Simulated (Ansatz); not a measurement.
One change: `C[O][AlH][SeH]` becomes `C[O][AlH][GeH3]`.

Ansatz, PBE0-D4/def2-TZVP geometries, multiplicity 1. Each molecule was computed in one conformer, which needn't be the lowest.

Scalar relativity is left out up to krypton. Spin–orbit coupling is left out; it splits and shifts lone-pair levels of the heavy atoms by tenths of an eV.

```json
{"property": "size of the dipole moment (ωB97M-V/def2-TZVPP) / D", "`C[O][AlH][SeH]`": "1.36"}
{"property": "LUMO energy (B3LYP/def2-TZVPP) / eV", "`C[O][AlH][SeH]`": "-0.87"}
{"property": "HOMO–LUMO gap (ωB97M-V/def2-TZVPP) / eV", "`C[O][AlH][SeH]`": "10.38"}
{"property": "HOMO energy (PBE/def2-TZVPP) / eV", "`C[O][AlH][SeH]`": "-6.17"}
{"property": "HOMO–LUMO gap (B3LYP/def2-TZVPP) / eV", "`C[O][AlH][SeH]`": "6.19"}
{"property": "LUMO energy (ωB97M-V/def2-TZVPP) / eV", "`C[O][AlH][SeH]`": "0.93"}
```

(1) What does the change do to each property? (Best estimate.)

## Answers

(1) Computed: 
| property | `C[O][AlH][GeH3]` | shift |
| --- | --- | --- |
| size of the dipole moment (ωB97M-V/def2-TZVPP) / D | 0.77 | -0.59 |
| LUMO energy (B3LYP/def2-TZVPP) / eV | -1.55 | -0.68 |
| HOMO–LUMO gap (ωB97M-V/def2-TZVPP) / eV | 9.75 | -0.63 |
| HOMO energy (PBE/def2-TZVPP) / eV | -6.26 | -0.09 |
| HOMO–LUMO gap (B3LYP/def2-TZVPP) / eV | 5.69 | -0.50 |
| LUMO energy (ωB97M-V/def2-TZVPP) / eV | 0.27 | -0.66 |

With PBE0 the HOMO falls by 0.12 eV and the LUMO falls by 0.69 eV, so the gap narrows by about 0.57 eV. PBE moves the HOMO by -0.09 eV and ωB97M-V by -0.03 eV. Dipoles are sizes alone; their direction can turn.

B3LYP here is the variant with VWN-RPA as its local correlation; programs differ in this.
